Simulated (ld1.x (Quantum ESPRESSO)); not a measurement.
**Reading a pseudo-wave (caesium (Cs))**

Columns: radius, all-electron u(r) and pseudo u(r) of the 6s shell (level -5.65 eV) of caesium in the configuration [Kr] 4d10 5s2 5p6 5d0 6s0 6p0; LDA (PZ), scalar-relativistic, PAW scheme, ld1.x (Quantum ESPRESSO) 7.5.

```tsv
r (bohr)	all-electron	pseudo
0.192	0.1018	0.1232
0.385	-0.0637	0.2339
0.578	-0.1628	0.3203
0.770	-0.0320	0.3745
0.962	0.1363	0.3936
1.155	0.2444	0.3784
1.348	0.2749	0.3326
1.540	0.2438	0.2630
1.732	0.1724	0.1764
1.925	0.0789	0.0789
2.118	-0.0226	-0.0228
2.310	-0.1222	-0.1222
2.502	-0.2146	-0.2146
2.695	-0.2967	-0.2967
2.888	-0.3666	-0.3666
3.080	-0.4234	-0.4234
3.272	-0.4680	-0.4680
3.465	-0.5012	-0.5012
3.658	-0.5237	-0.5237
3.850	-0.5368	-0.5368
4.043	-0.5419	-0.5419
4.235	-0.5403	-0.5403
4.428	-0.5328	-0.5328
4.620	-0.5209	-0.5209
4.812	-0.5053	-0.5053
5.005	-0.4869	-0.4869
```

**Question.** How many radial nodes do the two functions have?

**Answer.** The all-electron 6s function has n − l − 1 = 5 (the table is too coarse to show those close to the nucleus); the pseudo-wave has 1, since 1 lower shell of the same l stays in the valence.

**Question.** At about which radius was the pseudo-wave matched?

**Answer.** 2.30 bohr. The columns agree to 0.0005 from 1.93 bohr on; several derivatives are matched, so the curves merge somewhat inside the radius.

**Question.** Is the pseudo-wave norm-conserving?

**Answer.** No, it belongs to a PAW set: the norm inside the radius is not constrained, and the difference is carried by the augmentation charge.
